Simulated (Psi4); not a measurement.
Psi4 input (wB97X-D/6-31G*):

```
memory 1500 MB

molecule {
1 2
C    -1.20748795   -0.05475739   -0.02997572
Si    0.58530938    0.02654272    0.01453023
H    -1.82230395    0.83895675   -0.07707614
H    -1.74051796   -1.00052426   -0.01137043
H     1.36330731   -1.21371511    0.07790906
H     1.25011096    1.33222888   -0.01303131
symmetry c1
no_reorient
no_com
}

set {
  basis 6-31G*
  reference uks
  scf_type pk
  dft_radial_points 99
  dft_spherical_points 590
  e_convergence 1e-8
  d_convergence 1e-7
  maxiter 150
}

e = energy('wb97x-d')
print_out(f'\nFINAL {e:.10f} DIPOLE {variable("CURRENT DIPOLE")[0]:.6f} {variable("CURRENT DIPOLE")[1]:.6f} {variable("CURRENT DIPOLE")[2]:.6f}\n')
```

Output:

```
   => Loading Basis Set <=

    Name: 6-31G*
    Role: ORBITAL
    Keyword: BASIS
    atoms 1   entry C          line   111 file 6-31gs.gbs
    atoms 2   entry SI         line   268 file 6-31gs.gbs
    atoms 3-6 entry H          line    44 file 6-31gs.gbs

   => WB97X-D: Empirical Dispersion <=

    Chai and Head-Gordon Dispersion Correction
    Chai, J.-D.; Head-Gordon, M. (2010), J. Chem. Phys., 132: 6615-6620

        s6 =       1.000000

         ---------------------------------------------------------
                                   SCF
               by Justin Turney, Rob Parrish, Andy Simmonett
                          and Daniel G. A. Smith
                              UKS Reference
         ---------------------------------------------------------

  ==> Geometry <==

    Molecular point group: c1
    Full point group: C1

    Geometry (in Angstrom), charge = 1, multiplicity = 2:

       Center              X                  Y                   Z               Mass
    ------------   -----------------  -----------------  -----------------  -----------------
         C           -1.207487950000    -0.054757390000    -0.029975720000    12.000000000000
         SI           0.585309380000     0.026542720000     0.014530230000    27.976926534650
         H           -1.822303950000     0.838956750000    -0.077076140000     1.007825032230
         H           -1.740517960000    -1.000524260000    -0.011370430000     1.007825032230
         H            1.363307310000    -1.213715110000     0.077909060000     1.007825032230
         H            1.250110960000     1.332228880000    -0.013031310000     1.007825032230

  Running in c1 symmetry.

  Rotational constants: A =      3.37996  B =      0.45539  C =      0.40132 [cm^-1]
  Rotational constants: A = 101328.51444  B =  13652.34343  C =  12031.32160 [MHz]
  Nuclear repulsion =   49.911754315457159

  Charge       = 1
  Multiplicity = 2
  Electrons    = 23
  Nalpha       = 12
  Nbeta        = 11

  ==> Algorithm <==

  SCF Algorithm Type is PK.
  DIIS enabled.
  MOM disabled.
  Fractional occupation disabled.
  Guess Type is SAD.
  Energy threshold   = 1.00e-08
  Density threshold  = 1.00e-07
  Integral threshold = 1.00e-12

  ==> Primary Basis <==

  Basis Set: 6-31G*
    Blend: 6-31G*
    Number of shells: 22
    Number of basis functions: 42
    Number of Cartesian functions: 42
    Spherical Harmonics?: false
    Max angular momentum: 2

  ==> DFT Potential <==

   => LibXC <=

    Version 7.1.2
    S. Lehtola, C. Steigemann, M. J. T. Oliveira, and M. A. L. Marques,  SoftwareX 7, 1–5 (2018) (10.1016/j.softx.2017.11.002)

   => Composite Functional: WB97X-D <=

    wB97X-D Hyb-GGA Exchange-Correlation Functional

    J.-D. Chai and M. Head-Gordon,  Phys. Chem. Chem. Phys. 10, 6615–6620 (2008) (10.1039/B810189B)

    Deriv               =              1
    GGA                 =           TRUE
    Meta                =          FALSE

    Exchange Hybrid     =           TRUE
    MP2 Hybrid          =          FALSE

   => Exchange-Correlation Functionals <=

    1.0000   wB97X-D range-separated functional

   => Exact (HF) Exchange <=

    0.7780            HF,LR [omega = 0.2000]
    0.2220               HF

   => LibXC Density Thresholds  <==

    XC_HYB_GGA_XC_WB97X_D:  1.00E-14

   => Molecular Quadrature <=

    Radial Scheme          =       TREUTLER
    Pruning Scheme         =           NONE
    Nuclear Scheme         =       TREUTLER

    Blocking Scheme        =         OCTREE
    BS radius alpha        =              1
    Pruning alpha          =              1
    Radial Points          =             99
    Spherical Points       =            590
    Total Points           =         335244
    Total Blocks           =           2456
    Max Points             =            256
    Max Functions          =             42
    Weights Tolerance      =       1.00E-15

  ==> Integral Setup <==

  Using in-core PK algorithm.
   Calculation information:
      Number of atoms:                   6
      Number of AO shells:              22
      Number of primitives:             58
      Number of atomic orbitals:        42
      Number of basis functions:        42

      Integral cutoff                 1.00e-12
      Number of threads:                 1

  Performing in-core PK
  Using 1224468 doubles for integral storage.
  We computed 31821 shell quartets total.
  Whereas there are 32131 unique shell quartets.

  Computing range-separated integrals for PK
  We computed 31821 wK shell quartets total.
  Whereas there are 32131 wK unique shell quartets.

  ==> DiskJK: Disk-Based J/K Matrices <==

    J tasked:                  Yes
    K tasked:                  Yes
    wK tasked:                 Yes
    Omega:               2.000E-01
    Schwarz Cutoff:          1E-12


  Cached 100.0% of DFT collocation blocks in 0.372 [GiB].

  Minimum eigenvalue in the overlap matrix is 9.5287390014E-03.
  Reciprocal condition number of the overlap matrix is 1.6801698374E-03.
    Using symmetric orthogonalization.

  ==> Pre-Iterations <==

  SCF Guess: Superposition of Atomic Densities via on-the-fly atomic UHF (no occupation information).

   -------------------------
    Irrep   Nso     Nmo
   -------------------------
     A         42      42
   -------------------------
    Total      42      42
   -------------------------

  ==> Iterations <==

                        Total Energy        Delta E     RMS |[F,P]|

   @UKS iter SAD:  -329.19146795631235   -3.29191e+02   0.00000e+00
   @UKS iter   1:  -329.55632868396174   -3.64861e-01   5.30826e-03 DIIS/ADIIS
   @UKS iter   2:  -329.57293325233474   -1.66046e-02   3.61011e-03 DIIS/ADIIS
   @UKS iter   3:  -329.58545318962291   -1.25199e-02   4.50234e-04 DIIS/ADIIS
   @UKS iter   4:  -329.58572039578138   -2.67206e-04   5.21384e-05 DIIS
   @UKS iter   5:  -329.58572829798590   -7.90220e-06   1.76685e-05 DIIS
   @UKS iter   6:  -329.58572932355696   -1.02557e-06   7.87650e-06 DIIS
   @UKS iter   7:  -329.58572955717142   -2.33614e-07   2.33592e-06 DIIS
   @UKS iter   8:  -329.58572958449366   -2.73222e-08   6.30806e-07 DIIS
   @UKS iter   9:  -329.58572958666696   -2.17329e-09   1.84619e-07 DIIS
   @UKS iter  10:  -329.58572958687358   -2.06626e-10   3.78098e-08 DIIS
  Energy and wave function converged.

  ==> Post-Iterations <==

   Electrons on quadrature grid:
      Nalpha   =   12.0000000154 ; deviation = 1.538e-08
      Nbeta    =   11.0000000385 ; deviation = 3.850e-08
      Ntotal   =   23.0000000539 ; deviation = 5.388e-08

   @Spin Contamination Metric:   2.231563387E-03
   @S^2 Expected:                7.500000000E-01
   @S^2 Observed:                7.522315634E-01
   @S   Expected:                5.000000000E-01
   @S   Observed:                5.000000000E-01

    Orbital Energies [Eh]
    ---------------------

    Alpha Occupied:

       1A    -66.578396     2A    -10.582055     3A     -5.694460
       4A     -4.045876     5A     -4.035221     6A     -4.034812
       7A     -1.048675     8A     -0.862155     9A     -0.765749
      10A     -0.703902    11A     -0.687435    12A     -0.598101

    Alpha Virtual:

      13A     -0.241743    14A     -0.119437    15A     -0.089361
      16A     -0.063273    17A      0.027515    18A      0.038331
      19A      0.048460    20A      0.108959    21A      0.132852
      22A      0.167839    23A      0.376935    24A      0.379638
      25A      0.397825    26A      0.480634    27A      0.506528
      28A      0.511389    29A      0.664785    30A      0.685349
      31A      0.718043    32A      0.755324    33A      0.819677
      34A      0.915221    35A      1.066126    36A      1.465287
      37A      1.602319    38A      1.864046    39A      2.014710
      40A      2.088085    41A      2.752675    42A      3.924487

    Beta Occupied:

       1A    -66.577529     2A    -10.574165     3A     -5.693683
       4A     -4.042697     5A     -4.034979     6A     -4.034329
       7A     -1.010780     8A     -0.852784     9A     -0.756743
      10A     -0.692575    11A     -0.686215

    Beta Virtual:

      12A     -0.325031    13A     -0.185963    14A     -0.105643
      15A     -0.086900    16A     -0.059666    17A      0.030144
      18A      0.040496    19A      0.055821    20A      0.122374
      21A      0.136704    22A      0.176465    23A      0.399121
      24A      0.401686    25A      0.419870    26A      0.510354
      27A      0.511588    28A      0.522051    29A      0.669112
      30A      0.697280    31A      0.730915    32A      0.759848
      33A      0.835221    34A      0.918801    35A      1.066716
      36A      1.522819    37A      1.656295    38A      1.922700
      39A      2.037001    40A      2.097205    41A      2.762061
      42A      3.964300

    Final Occupation by Irrep:
              A
    DOCC [    11 ]
    SOCC [     1 ]
    NA   [    12 ]
    NB   [    11 ]

  @UKS Final Energy:  -329.58572958687358

   => Energetics <=

    Nuclear Repulsion Energy =             49.9117543154571592
    One-Electron Energy =                -546.9735237590725774
    Two-Electron Energy =                 187.0839514929927532
    DFT Exchange-Correlation Energy =     -19.6069408928306679
    Empirical Dispersion Energy =          -0.0009707434203007
    VV10 Nonlocal Energy =                  0.0000000000000000
    Total Energy =                       -329.5857295868735832

  UHF NO Occupations:
  HONO-2 :   10  A 1.9998164
  HONO-1 :   11  A 1.9993159
  HONO-0 :   12  A 1.0000000
  LUNO+0 :   13  A 0.0006841
  LUNO+1 :   14  A 0.0001836
  LUNO+2 :   15  A 0.0001323
  LUNO+3 :   16  A 0.0000859

Computation Completed

Properties will be evaluated at   0.000000,   0.000000,   0.000000 [a0]

Properties computed using the SCF density matrix

 Multipole Moments:

 ------------------------------------------------------------------------------------
     Multipole            Electronic (a.u.)      Nuclear  (a.u.)        Total (a.u.)
 ------------------------------------------------------------------------------------

 L = 1.  Multiply by 2.5417464519 to convert [e a0] to [Debye]
 Dipole X            :          0.0747335           -0.0000000            0.0747334
 Dipole Y            :          0.0033890            0.0000000            0.0033890
 Dipole Z            :          0.0018551            0.0000002            0.0018553
 Magnitude           :                                                    0.0748332

 ------------------------------------------------------------------------------------

FINAL -329.5857295869 DIPOLE 0.074733 0.003389 0.001855

*** Psi4 exiting successfully. Buy a developer a beer!
```

The dipole moment of an ion depends on the origin.
